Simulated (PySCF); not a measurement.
Gas-phase reaction: 4 CH₃GeH₃ + C₄H₈ (cis-2-butene) → 2 Ge₂H₆ + 2 C₄H₁₀ (isobutane)

Method: PySCF energies plus ideal-gas RRHO corrections (1 bar). S°(298 K) at PBE0/def2-TZVP differs from the NASA 1993 table for C₄H₈ (cis-2-butene) (-6 J/mol/K); whether the harmonic model or the table's entry is off was not settled. † marks an energy on the PBE0/def2-TZVP geometry and frequencies; other levels use their own. MP2 and CCSD(T) freeze the core. 6-31G* has spherical d functions here. All species are closed-shell singlets. B3LYP is the form with VWN-RPA correlation. Ge: all electrons, no relativistic terms. MP2 isn't extrapolated to the basis-set limit; its ΔH°(298 K) is -139.8 kJ in def2-SVP and -106.0 kJ in def2-TZVPP. CCSD(T) isn't extrapolated to the basis-set limit. The harmonic model lacks anharmonicity and excited electronic states, which grow with temperature; levels with a mode under 35 cm⁻¹ are left out. Internal rotation in CH₃GeH₃, C₄H₈ (cis-2-butene), Ge₂H₆, C₄H₁₀ (isobutane) is treated as a harmonic vibration of one conformer, which makes the entropy rough.

```tsv
level	ΔE electronic, kJ	ΔH°(298 K), kJ	ΔS°(298 K), J/K	ΔG°(2000 K), kJ
B3LYP/6-31G*	-151	-130	-187	238
B3LYP/def2-TZVP†	-108	-88	-187	281
BLYP/def2-TZVP†	-91	-71	-187	298
CCSD(T)/def2-SVP†	-160	-140	-187	230
HF/6-31G*	-148	-125	-191	255
MP2/def2-SVP†	-160	-140	-187	230
PBE0/def2-TZVP	-141	-121	-187	248
r2SCAN/def2-TZVP†	-135	-115	-187	255
LDA/def2-TZVP†	-183	-163	-187	207
```
ΔH° is lowest at LDA/def2-TZVP† and highest at BLYP/def2-TZVP†. No reference value is set beside these.
